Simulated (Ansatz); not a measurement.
Harmonic frequencies (cm⁻¹) at PBE0-D4/def2-TZVP from Ansatz: 86, 98, 154, 181, 215, 225, 333, 516, 567, 608, 631, 665, 672, 1014, 1057, 1214, 1221, 1403, 1412, 1417, 1424, 3028, 3030, 3116, 3117, 3133, 3133.

Question: Which molecule is it?
A. `C[O][W]([OH])([F])(=[S])[Cl]`
B. `[CH3][W]([CH3])(=[O])=[O]`
C. `[OH][W]([OH])([OH])([OH])([Cl])[Cl]`
D. `C[O][W]([F])(=[S])([Cl])[Cl]`

Answer: B.
